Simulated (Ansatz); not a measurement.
Species: CHCl2, SMILES `Cl[CH]Cl` (charge 0, multiplicity 2).

Problem. Give a relaxed geometry from PBE0-D3(BJ)/def2-TZVP (Ansatz, a quantum-chemistry and plane-wave program).

Solution. the end point of this relaxation (outside a Z-matrix the atoms follow the SMILES, hydrogens last).
Bond lengths (Å): Cl1–C2 1.690, C2–Cl3 1.690, C2–H4 1.080. Angles (°): Cl1–C2–Cl3 119.6, Cl1–C2–H4 117.7, Cl3–C2–H4 117.7.
